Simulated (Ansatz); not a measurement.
**Molecular dynamics of Cl4FTa**

The input (input.yaml):

```yaml
crystal:
  periodic: [false, false, false]
  atoms:
    - { symbol: Ta, position_ang: [0.017359, 0.030058, 0.0] }
    - { symbol: Cl, position_ang: [2.294995, 0.120797, 0.0] }
    - { symbol: Cl, position_ang: [-0.043907, -0.076062, 2.322766] }
    - { symbol: Cl, position_ang: [-0.043907, -0.076062, -2.322766] }
    - { symbol: Cl, position_ang: [-1.042894, 2.047908, 0.0] }
    - { symbol: F, position_ang: [-0.911645, -1.579039, 0.0] }
basis:
  gaussian: { orbitals: def2-SVP }
hamiltonian:
  xc: pbe0
  dispersion: d4
md:
  timestep: 1.0
  n_steps: 150
  ensemble: nvt_langevin
  temperature: 700.0
  initial_velocities: maxwell_boltzmann
  seed: 366496
  friction: 0.005
```

Launched with:

```bash
$ ansatz run input.yaml --threads 2 --pin off --max-ram 3072MiB --backend cpu --events-out ev --progress --plain --runs-dir out
```

It starts from a relaxed structure.

Output, in part (one step line in 6, the closing report, with atoms numbered from 0):

```
md step     0: t =     0.00 fs  T =   583.3 K  F+E_penalty+E_count = -54330.66463093 eV  E_kin = 0.452410 eV  (30 SCF iters)
md step     6: t =     6.00 fs  T =   539.2 K  F+E_penalty+E_count = -54330.64202642 eV  E_kin = 0.418193 eV  (35 SCF iters)
md step    12: t =    12.00 fs  T =   574.3 K  F+E_penalty+E_count = -54330.58474647 eV  E_kin = 0.445366 eV  (35 SCF iters)
md step    18: t =    18.00 fs  T =   424.0 K  F+E_penalty+E_count = -54330.50010058 eV  E_kin = 0.328799 eV  (35 SCF iters)
md step    24: t =    24.00 fs  T =   437.5 K  F+E_penalty+E_count = -54330.43877325 eV  E_kin = 0.339293 eV  (33 SCF iters)
md step    30: t =    30.00 fs  T =   352.5 K  F+E_penalty+E_count = -54330.41669378 eV  E_kin = 0.273354 eV  (35 SCF iters)
md step    36: t =    36.00 fs  T =   255.6 K  F+E_penalty+E_count = -54330.40230721 eV  E_kin = 0.198200 eV  (35 SCF iters)
md step    42: t =    42.00 fs  T =   307.5 K  F+E_penalty+E_count = -54330.38653557 eV  E_kin = 0.238501 eV  (35 SCF iters)
md step    48: t =    48.00 fs  T =   283.5 K  F+E_penalty+E_count = -54330.36924258 eV  E_kin = 0.219908 eV  (35 SCF iters)
md step    54: t =    54.00 fs  T =   302.0 K  F+E_penalty+E_count = -54330.37006513 eV  E_kin = 0.234239 eV  (35 SCF iters)
md step    60: t =    60.00 fs  T =   386.4 K  F+E_penalty+E_count = -54330.40040264 eV  E_kin = 0.299686 eV  (35 SCF iters)
md step    66: t =    66.00 fs  T =   350.2 K  F+E_penalty+E_count = -54330.39977721 eV  E_kin = 0.271581 eV  (35 SCF iters)
md step    72: t =    72.00 fs  T =   342.9 K  F+E_penalty+E_count = -54330.40025914 eV  E_kin = 0.265918 eV  (35 SCF iters)
md step    78: t =    78.00 fs  T =   502.5 K  F+E_penalty+E_count = -54330.44379011 eV  E_kin = 0.389739 eV  (34 SCF iters)
md step    84: t =    84.00 fs  T =   618.5 K  F+E_penalty+E_count = -54330.49805802 eV  E_kin = 0.479673 eV  (35 SCF iters)
md step    90: t =    90.00 fs  T =   697.0 K  F+E_penalty+E_count = -54330.49638407 eV  E_kin = 0.540591 eV  (35 SCF iters)
md step    96: t =    96.00 fs  T =   613.7 K  F+E_penalty+E_count = -54330.44779954 eV  E_kin = 0.475977 eV  (34 SCF iters)
md step   102: t =   102.00 fs  T =   649.5 K  F+E_penalty+E_count = -54330.40688107 eV  E_kin = 0.503698 eV  (35 SCF iters)
md step   108: t =   108.00 fs  T =   744.4 K  F+E_penalty+E_count = -54330.36015342 eV  E_kin = 0.577327 eV  (34 SCF iters)
md step   114: t =   114.00 fs  T =   664.7 K  F+E_penalty+E_count = -54330.22583899 eV  E_kin = 0.515540 eV  (34 SCF iters)
md step   120: t =   120.00 fs  T =   521.0 K  F+E_penalty+E_count = -54330.10110395 eV  E_kin = 0.404072 eV  (34 SCF iters)
md step   126: t =   126.00 fs  T =   480.7 K  F+E_penalty+E_count = -54330.10806069 eV  E_kin = 0.372819 eV  (34 SCF iters)
md step   132: t =   132.00 fs  T =   644.9 K  F+E_penalty+E_count = -54330.15397429 eV  E_kin = 0.500191 eV  (36 SCF iters)
md step   138: t =   138.00 fs  T =   535.3 K  F+E_penalty+E_count = -54330.14228087 eV  E_kin = 0.415169 eV  (36 SCF iters)
md step   144: t =   144.00 fs  T =   440.1 K  F+E_penalty+E_count = -54330.11303641 eV  E_kin = 0.341349 eV  (36 SCF iters)
md step   150: t =   150.00 fs  T =   413.6 K  F+E_penalty+E_count = -54330.10997036 eV  E_kin = 0.320779 eV  (31 SCF iters)
Total energy: -54330.11001578 eV, -1996.5947168088 hartree
Atom 0 at     0.007670     0.069679     0.198055 Å, force     1.603580    -0.635238    -1.455726 eV/Å
Atom 1 at     2.306044     0.275400     0.028196 Å, force    -0.431394     0.161557     0.480954 eV/Å
Atom 2 at     0.221822     0.455863     2.492465 Å, force    -0.161175    -0.614702    -0.363664 eV/Å
Atom 3 at     0.320552    -0.545979    -2.165493 Å, force    -0.750045     0.756419     1.146068 eV/Å
Atom 4 at    -1.081116     2.089089     0.071320 Å, force    -0.080745    -0.517627    -0.537472 eV/Å
Atom 5 at    -0.671907    -1.677337     0.259909 Å, force    -0.180221     0.849591     0.729840 eV/Å
Dipole moment:    -0.166850     0.185271     0.233573 e Å
```

The run went to its last step. The mean temperature of the second half is 17 % below the set value. A run of 0.15 ps of so small a system gives no equilibrium averages.

The same pairs are bonded in the first frame and the last. Pairs count as bonded within 1.25 times the sum of covalent radii (0.12 Å more for H–H).

Last frame:

```xyz
6
Properties=species:S:1:pos:R:3
Ta 0.008 0.070 0.198
Cl 2.306 0.275 0.028
Cl 0.222 0.456 2.493
Cl 0.321 -0.546 -2.166
Cl -1.081 2.089 0.071
F -0.672 -1.677 0.260
```

Run time: 13 min on 2 threads of Arm Neoverse V2 (shared host), peak memory 0.32 GiB.
